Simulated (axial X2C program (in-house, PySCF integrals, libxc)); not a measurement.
NiAs: from Re and ωe to a spectrum

A bond curve at the PBE0 level, 2c, was computed with an in-house all-electron X2C program for linear molecules (integrals from PySCF) (basis As dyall-cv3z [9s9p6d4f1g], Ni dyall-cv3z [9s9p6d3f2g] (cores contracted in-house)) for the state Ω = 7/2 (⟨Sz⟩ = 1.50, ⟨Lz⟩ = 2.00 at PBE0). Its fit gives Re = 2.1979 Å, ωe = 302.3 cm⁻¹, ωexe = 1.06 cm⁻¹ and αe = 5.379e-04 cm⁻¹; the masses are 74.9216 and 57.9353 u. Two-component means X2C with spin–orbit coupling and atomic mean-field Coulomb and Gaunt terms.

(1) Find the reduced mass, Be and the force constant.

(2) Where do the fundamental and the first overtone lie?

(3) A Morse curve ties αe to the other constants (Pekeris). How well does that hold?

(4) Estimate the centrifugal constant by the Kratzer relation.

The state is one determinant whose occupation by symmetry is held fixed; it was picked as the lowest of a PBE0 search that is not exhaustive. Density functionals use the spin component along the axis (collinear). Other states lie close and PBE0, whose exact exchange favours high spin, may order them wrongly; the determinant shown need not be the ground state. The nearest other 2c determinant of the search, Ω = 3/2, lies 0.13 eV up at the distance of the search. The functionals have no current-density term, which raises determinants with orbital currents, atoms included. With several unpaired electrons one determinant need not be a pure state.

Answers

(1) From the PBE0 values: μ = 32.6713 u. Be = 16.8576/(μ Re²) = 0.1068 cm⁻¹. k = 5.8918×10⁻⁷ μ ωe² = 1.76 mdyn/Å.

(2) ν(1←0) = ωe − 2ωexe = 300.2 cm⁻¹; ν(2←0) = 2ωe − 6ωexe = 598.2 cm⁻¹.

(3) αe(Morse) = 6Be²/ωe × (√(ωexe/Be) − 1) = 4.869e-04 cm⁻¹; the PBE0 curve gives 5.379e-04 cm⁻¹, a ratio of 0.91.

(4) D = 4Be³/ωe² = 5.33e-08 cm⁻¹.
